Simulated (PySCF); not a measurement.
Species: C5H9OS (charge +1).
SMILES: `C[CH+]/C=C/[S@](C)=O`

Torsions of this conformer, `[CH3:1][CH+:2]/[CH:3]=[CH:4]/[S@:5]([CH3:6])=[O:7]`: C1–C2–C3–C4 173°, C3–C4–S5–C6 130°.

The closed-shell ground state was solved at several levels (PySCF, density fitting, gas phase, non-relativistic). One conformer (not necessarily the lowest) at the GFN2-xTB geometry, without solvent, vibrations or thermal averaging.

| level | basis functions | total energy (Eh) | HOMO (eV) | LUMO (eV) | gap (eV) |
| --- | --- | --- | --- | --- | --- |
| PBE0/pcSseg-1 | 171 | -668.4789 | -11.86 | -8.87 | 2.99 |
| PBE0/def2-SVPD | 222 | -668.2297 | -11.89 | -8.87 | 3.02 |

(1) What might B3LYP/def2-SVPD (222 basis functions) give for the same quantities?

(2) Over all these levels, which gives the widest orbital gap and which the narrowest?

## Answers

(1) Total energy -668.7070 Eh, HOMO -11.70 eV, LUMO -9.01 eV, gap 2.69 eV.

(2) PBE0/def2-SVPD (global hybrid, 25 % exact exchange) has the widest, 3.02 eV, and B3LYP/def2-SVPD (global hybrid, 20 % exact exchange) the narrowest, 2.69 eV. The two share the basis. From the narrowest to the widest the HOMO moves by -0.19 eV and the LUMO by +0.14 eV.
